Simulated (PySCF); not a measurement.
PySCF input (PBE/6-311G**):

```python
import numpy as np, basis_set_exchange as bse
from pyscf import gto, scf, dft, df, tdscf

basis = {'F': gto.basis.parse(bse.get_basis('6-311G**', elements=['F'], fmt='nwchem')), 'H': gto.basis.parse(bse.get_basis('6-311G**', elements=['H'], fmt='nwchem')), 'Si': gto.basis.parse(bse.get_basis('6-311G**', elements=['Si'], fmt='nwchem'))}
mol = gto.M(
    atom='''
    Si   -0.24675166   -0.31480560    0.45207189
    H    -0.98134586   -1.21116338   -0.55911929
    F     0.49287435    0.62427130   -0.64109857
    ''',
    basis=basis,
    charge=0,
    verbose=4,
    max_memory=1839,
)
mf = dft.RKS(mol, xc='pbe')
mf.grids.level = 3
mf = mf.density_fit(auxbasis=df.autoaux(mol))
mf.conv_tol = 1e-9
mf.max_cycle = 100
print('smallest overlap eigenvalue', np.linalg.eigvalsh(mol.intor('int1e_ovlp'))[0])
mf.kernel()
dip = mf.dip_moment()
td = tdscf.TDA(mf)
td.nstates = 4
td.kernel()
td.analyze()
osc = td.oscillator_strength()
```

Output:

```
PySCF version 2.14.0

[INPUT] verbose = 4
[INPUT] num. atoms = 3
[INPUT] num. electrons = 24
[INPUT] charge = 0
[INPUT] spin (= nelec alpha-beta = 2S) = 0
[INPUT] symmetry False subgroup None
[INPUT] Mole.unit = angstrom
[INPUT] Symbol           X                Y                Z      unit          X                Y                Z       unit  Magmom
[INPUT]  1 Si    -0.246751660000  -0.314805600000   0.452071890000 AA   -0.466293058182  -0.594896366479   0.854292060715 Bohr   0.0
[INPUT]  2 H     -0.981345860000  -1.211163380000  -0.559119290000 AA   -1.854474908876  -2.288767080303  -1.056582329061 Bohr   0.0
[INPUT]  3 F      0.492874350000   0.624271300000  -0.641098570000 AA    0.931397535323   1.179701784426  -1.211500716150 Bohr   0.0

nuclear repulsion = 48.0005053078677
number of shells = 24
number of NR pGTOs = 84
number of NR cGTOs = 50
basis = {'F': [[0, [11427.1, 0.00180093], [1722.35, 0.0137419], [395.746, 0.0681334], [115.139, 0.233325], [33.6026, 0.589086], [4.91901, 0.299505]], [0, [55.4441, 0.114536], [12.6323, 0.920512], [3.71756, -0.00337804]], [0, [1.16545, 1.0]], [0, [0.321892, 1.0]], [1, [55.4441, 0.0354609], [12.6323, 0.237451], [3.71756, 0.820458]], [1, [1.16545, 1.0]], [1, [0.321892, 1.0]], [2, [1.75, 1.0]]], 'H': [[0, [33.865, 0.0254938], [5.09479, 0.190373], [1.15879, 0.852161]], [0, [0.32584, 1.0]], [0, [0.102741, 1.0]], [1, [0.75, 1.0]]], 'Si': [[0, [69379.23, 0.000757], [10354.94, 0.005932], [2333.8796, 0.031088], [657.14295, 0.124967], [214.30113, 0.386897], [77.629168, 0.554888]], [0, [77.629168, 0.177881], [30.630807, 0.627765], [12.801295, 0.247623]], [0, [3.926866, 1.0]], [0, [1.452343, 1.0]], [0, [0.256234, 1.0]], [0, [0.094279, 1.0]], [1, [335.48319, 0.008866], [78.900366, 0.068299], [24.98815, 0.290958], [9.219711, 0.732117]], [1, [3.62114, 0.619879], [1.45131, 0.439148]], [1, [0.504977, 1.0]], [1, [0.186317, 1.0]], [1, [0.065432, 1.0]], [2, [0.45, 1.0]]]}
ecp = {}
ETB for F: l = 0, exps = 0.643784 * 1.8^n , n = 0..13
ETB for F: l = 1, exps = 0.643784 * 1.8^n , n = 0..11
ETB for F: l = 2, exps = 0.643784 * 1.8^n , n = 0..9
ETB for F: l = 3, exps = 2.071892 * 2.2^n , n = 0..2
ETB for Si: l = 0, exps = 0.130864 * 1.8^n , n = 0..19
ETB for Si: l = 1, exps = 0.130864 * 1.8^n , n = 0..16
ETB for Si: l = 2, exps = 0.130864 * 1.8^n , n = 0..15
ETB for Si: l = 3, exps = 0.515432 * 2.2^n , n = 0..5
ETB for H: l = 0, exps = 0.205482 * 1.8^n , n = 0..10
ETB for H: l = 1, exps = 0.852741 * 2^n , n = 0..2
ETB for H: l = 2, exps = 1.5 * 2.2^n , n = 0..0
smallest overlap eigenvalue 0.024238308987888323

******** <class 'pyscf.df.df_jk.DFRKS'> ********
method = DFRKS
initial guess = minao
damping factor = 0
level_shift factor = 0
DIIS = <class 'pyscf.scf.diis.CDIIS'>
diis_start_cycle = 1
diis_space = 8
diis_damp = 0
SCF conv_tol = 1e-09
SCF conv_tol_grad = None
SCF max_cycles = 100
direct_scf = False
XC library pyscf.dft.libxc version 7.1.2
    S. Lehtola, C. Steigemann, M. J. T. Oliveira, and M. A. L. Marques,  SoftwareX 7, 1–5 (2018)
XC functionals = pbe
    J. P. Perdew, K. Burke, and M. Ernzerhof,  Phys. Rev. Lett. 77, 3865 (1996)
    J. P. Perdew, K. Burke, and M. Ernzerhof,  Phys. Rev. Lett. 78, 1396 (1997)
    J. P. Perdew, K. Burke, and M. Ernzerhof,  Phys. Rev. Lett. 77, 3865 (1996)
    J. P. Perdew, K. Burke, and M. Ernzerhof,  Phys. Rev. Lett. 78, 1396 (1997)
radial grids:
    Treutler-Ahlrichs [JCP 102, 346 (1995); DOI:10.1063/1.469408] (M4) radial grids

becke partition: Becke, JCP 88, 2547 (1988); DOI:10.1063/1.454033
pruning grids: <function nwchem_prune>
grids dens level: 3
symmetrized grids: False
atomic radii adjust function: <function treutler_atomic_radii_adjust>
small_rho_cutoff = 0
Set gradient conv threshold to 3.16228e-05
Initial guess from minao.
tot grids = 43256
init E= -389.702602384983
  HOMO = -0.22971635312679  LUMO = -0.124652430403685  gap/eV = 2.85893
cycle= 1 E= -389.648671412632  delta_E= 0.0539  |g|= 0.628  |ddm|= 1.38
  HOMO = -0.163419286114256  LUMO = -0.106010151946568  gap/eV = 1.56218
cycle= 2 E= -388.987104126676  delta_E= 0.662  |g|= 2.01  |ddm|= 1.29
  HOMO = -0.204963582635841  LUMO = -0.126376072459678  gap/eV = 2.13848
cycle= 3 E= -389.709480523745  delta_E= -0.722  |g|= 0.0903  |ddm|= 1.08
  HOMO = -0.212405184842581  LUMO = -0.126462380211478  gap/eV = 2.33862
cycle= 4 E= -389.711333236683  delta_E= -0.00185  |g|= 0.0552  |ddm|= 0.198
  HOMO = -0.212808312495881  LUMO = -0.128622004080881  gap/eV = 2.29083
cycle= 5 E= -389.712199903304  delta_E= -0.000867  |g|= 0.013  |ddm|= 0.0949
  HOMO = -0.211705086035309  LUMO = -0.127663475275057  gap/eV = 2.28689
cycle= 6 E= -389.712240788493  delta_E= -4.09e-05  |g|= 0.00185  |ddm|= 0.0187
  HOMO = -0.211888272473757  LUMO = -0.127816366791549  gap/eV = 2.28771
cycle= 7 E= -389.712241604861  delta_E= -8.16e-07  |g|= 0.00021  |ddm|= 0.00274
  HOMO = -0.211874684799852  LUMO = -0.12779847608428  gap/eV = 2.28783
cycle= 8 E= -389.712241621034  delta_E= -1.62e-08  |g|= 2.87e-05  |ddm|= 0.000353
  HOMO = -0.211876102213353  LUMO = -0.127799121945884  gap/eV = 2.28785
cycle= 9 E= -389.712241621185  delta_E= -1.51e-10  |g|= 3.3e-06  |ddm|= 3.42e-05
  HOMO = -0.211875047249208  LUMO = -0.127798594907517  gap/eV = 2.28784
Extra cycle  E= -389.712241621185  delta_E= -2.84e-13  |g|= 4.04e-06  |ddm|= 8.55e-06
converged SCF energy = -389.712241621185
Dipole moment(X, Y, Z, Debye): -0.48719, -0.61611,  0.57740

******** <class 'pyscf.tdscf.rks.TDA'> for <class 'pyscf.df.df_jk.DFRKS'> ********
nstates = 4 singlet
deg_eia_thresh = 1.000e-03
wfnsym = None
conv_tol = 1e-05
eigh lindep = 1e-12
eigh level_shift = 0
eigh max_cycle = 100
chkfile = tmp73abfiel

Excitation energies (eV)
[2.96756675 5.64512337 6.6597302  7.32912925]

** Singlet excitation energies and oscillator strengths **
Excited State   1:      2.96757 eV    417.80 nm  f=0.0327
      12 -> 13        0.69616
Excited State   2:      5.64512 eV    219.63 nm  f=0.0733
      12 -> 14       -0.68128
      12 -> 15        0.13850
Excited State   3:      6.65973 eV    186.17 nm  f=0.0675
       8 -> 13       -0.10097
       9 -> 13        0.23970
      11 -> 13        0.65002
Excited State   4:      7.32913 eV    169.17 nm  f=0.0515
       8 -> 13       -0.10073
       9 -> 13       -0.66130
      11 -> 13        0.21775

** Transition electric dipole moments (AU) **
state          X           Y           Z        Dip. S.      Osc.
  1         0.5229     -0.4203     -0.0073      0.4502      0.0327
  2        -0.4469     -0.5584      0.1351      0.5298      0.0733
  3         0.5014     -0.4030     -0.0070      0.4138      0.0675
  4         0.4176     -0.3357     -0.0059      0.2871      0.0515

** Transition velocity dipole moments (imaginary part, AU) **
state          X           Y           Z        Dip. S.      Osc.
  1        -0.0024      0.0019      0.0000      0.0000      0.0001
  2        -0.0334     -0.0431      0.0898      0.0110      0.0355
  3         0.0647     -0.0520     -0.0009      0.0069      0.0188
  4         0.0563     -0.0452     -0.0008      0.0052      0.0129

** Transition magnetic dipole moments (imaginary part, AU) **
state          X           Y           Z
  1        -0.7032     -0.8850      0.5819
  2        -1.0011      0.8047      0.0139
  3        -0.2645     -0.3193     -0.5604
  4        -0.2135     -0.2522     -0.7792
```
